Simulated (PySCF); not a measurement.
Below is a simulated gas-phase Si 1s photoelectron spectrum of `C[SiH2]N[SiH3]`.

Every computed line was given a Gaussian of 0.4 eV full width at half maximum and an area set by the number of equivalent atoms; the highest printed point is 100. Method: delta-SCF UKS SCAN, pcX-2 on the ionised atom, pcseg-1 elsewhere, spin-free X2C (PySCF 2.14.0).

binding energy (eV), intensity and a bar:
```
   1846.1          0 
   1846.2          2 #
   1846.3          8 ##
   1846.4         24 #######
   1846.5         50 ###############
   1846.6         81 ########################
   1846.7        100 ##############################
   1846.8         99 ##############################
   1846.9         78 #######################
   1847.0         48 ##############
   1847.1         22 ######
   1847.2          7 ##
   1847.3          2 
   1847.4          0
```

Problem. Count the maxima, the lines and the sites behind this envelope.

Solution. The curve has 1 maximum (at 1846.7 eV). Under it lie 2 lines from 2 inequivalent silicon sites. At this width some lines have no maximum of their own.

Problem. Decompose the envelope and assign each component. Numbering: `[CH3:1][SiH2:2][NH:3][SiH3:4]`.

Solution. 
```csv
position (eV),relative area,line,atoms,environment
1846.64,1,Si 1s,Si2,SiH2 silicon
1846.85,1,Si 1s,Si4,SiH3 silicon
```

Problem. Above which line width would these two lines show one maximum?

Solution. Two equal Gaussians merge once their distance is under 2σ = FWHM/1.177. With 0.20 eV between them that is a full width over 0.24 eV.

The 2 Si 1s values lie within 0.21 eV of each other; Gaussian lines of 0.5 eV full width would blend them into one maximum.

No satellites, vibrations or lifetime broadening are included. Geometry: PBE0-D3(BJ)/def2-SVP, one conformer, isolated molecule.

Shape of the structure used: `[CH3:1][SiH2:2][NH:3][SiH3:4]`: C1–Si2–N3–Si4 -119°.
